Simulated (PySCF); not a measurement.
# Ionisation energy of Rh⁺ by level of theory

Rh⁺ [Kr] 4d8 (3F) → Rh²⁺ [Kr] 4d7 (4F), as a difference of total energies. Calculation: PySCF 2.14, in x2c-TZVPPall (8s6p6d2f1g, 79 functions); scalar relativity by spin-free X2C-1e. Correlated levels: valence: [Kr] frozen; valence and next inner shell: [Ar] 3d10 frozen. The calculations carry no spin-orbit coupling.

```csv
method,ionisation energy (eV),plus first-order spin-orbit estimate,difference from reference of that sum (eV)
UHF,16.151,16.130,-1.950
LDA,18.857,18.836,+0.756
PBE,18.477,18.456,+0.376
PBE0,18.179,18.157,+0.077
r2SCAN,18.187,18.165,+0.085
HSE06,18.181,18.160,+0.080
BHandHLYP,17.883,17.862,-0.218
wB97X,18.165,18.144,+0.064
LC-wPBE,18.127,18.106,+0.026
MP2 (valence),17.833,17.812,-0.268
SCS-MP2 (valence),17.843,17.822,-0.258
MP2 (valence and next inner shell),17.999,17.978,-0.102
SCS-MP2 (valence and next inner shell),17.857,17.836,-0.244
```

Reference: 18.08 eV (semi-empirical (NIST evaluation); NIST Atomic Spectra Database, ionization energies).

A first-order spin-orbit estimate (lowest level to lowest level, LS coupling) adds -0.021 eV.

Errors of the correlated levels include the incompleteness of this basis and the frozen core.
